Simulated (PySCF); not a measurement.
## A series of related molecules

Method: TDA wB97X-D/def2-TZVP excited states, vertical, gas phase in PySCF. Geometry: PBE0-D3(BJ)/def2-SVP.

Each molecule in one low-energy conformer.

Task: How does the vertical S1–T1 gap change along this series?
- OCc1cccc(O)c1 (H on C replaced by CH2OH)
- Nc1cccc(O)c1 (H on C replaced by NH2)
- C#Cc1cccc(O)c1 (H on C replaced by ethynyl)

Result: 
```csv
molecule,S1 (eV),S1 from,f(S1),T1 (eV),T1 from,S1 − T1 (eV),S0–T1 spin-orbit coupling (cm⁻¹),S1–T1 spin-orbit coupling (cm⁻¹)
OCc1cccc(O)c1,5.22,HOMO→LUMO,0.038,4.11,HOMO→LUMO+1 / HOMO−1→LUMO,1.11,0.56,0.61
Nc1cccc(O)c1,5.05,HOMO→LUMO,0.037,4.00,HOMO→LUMO / HOMO→LUMO+1,1.05,0.54,0.12
C#Cc1cccc(O)c1,4.94,HOMO→LUMO,0.080,3.57,HOMO→LUMO,1.37,0.01,0.01
```
The vertical S1–T1 gap is lowest for Nc1cccc(O)c1 and highest for C#Cc1cccc(O)c1.
